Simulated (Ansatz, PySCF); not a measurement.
This Ansatz (a program for electronic structure) input computes a BLYP/def2-TZVPD energy:

Ansatz 0.2 input:
```yaml
crystal:
  periodic: [false, false, false]
  atoms:
    - {symbol: C, position_ang: [-2.18910078, 0.36274567, -0.13749745]}
    - {symbol: C, position_ang: [-0.85669185, -0.17408258, 0.19336649]}
    - {symbol: O, position_ang: [0.20280012, 0.60195138, -0.20872666]}
    - {symbol: C, position_ang: [1.46079626, 0.11001104, -0.09343908]}
    - {symbol: O, position_ang: [1.74930725, -0.97526355, 0.32005058]}
    - {symbol: H, position_ang: [-2.38110981, 0.35651994, -1.22010480]}
    - {symbol: H, position_ang: [-2.96252823, -0.23797715, 0.34043826]}
    - {symbol: H, position_ang: [-2.29666517, 1.39838329, 0.19785954]}
    - {symbol: H, position_ang: [-0.63268146, -1.19496681, 0.45831838]}
    - {symbol: H, position_ang: [2.16610394, 0.87249321, -0.44168239]}
basis:
  gaussian:
    orbitals: def2-TZVPD
hamiltonian:
  xc: {name: BLYP}
magnetization: {spin_polarized: true, initial_magnetization: 1}
output: {forces: true}
```

**Question.** Write an input for the same energy in PySCF and say what it gives.

**Answer.** 
```python
from pyscf import gto, scf, dft

mol = gto.M(
    atom='''
    C    -2.18910078    0.36274567   -0.13749745
    C    -0.85669185   -0.17408258    0.19336649
    O     0.20280012    0.60195138   -0.20872666
    C     1.46079626    0.11001104   -0.09343908
    O     1.74930725   -0.97526355    0.32005058
    H    -2.38110981    0.35651994   -1.22010480
    H    -2.96252823   -0.23797715    0.34043826
    H    -2.29666517    1.39838329    0.19785954
    H    -0.63268146   -1.19496681    0.45831838
    H     2.16610394    0.87249321   -0.44168239
    ''',
    basis='def2-tzvpd',
    charge=0,
    spin=1,
    verbose=4,
)

mf = dft.UKS(mol, xc='blyp').density_fit(auxbasis='def2-universal-jkfit')
mf.grids.level = 3
mf.conv_tol = 1e-9
mf.max_cycle = 100
mf.max_memory = 1500
mf.kernel()
if not mf.converged:
    mf = mf.newton()
    mf.kernel(mf.make_rdm1())
for _ in range(2):
    mo, _, stable, _ = mf.stability(return_status=True)
    if stable:
        break
    mf.kernel(mf.make_rdm1(mo, mf.mo_occ))
mf.analyze()
```
It gives -267.76027 Eh, and Ansatz -267.76013 Eh, a difference of 0.14 mEh, from the treatment of integrals and grids.

It need not be the lowest isomer of its formula.
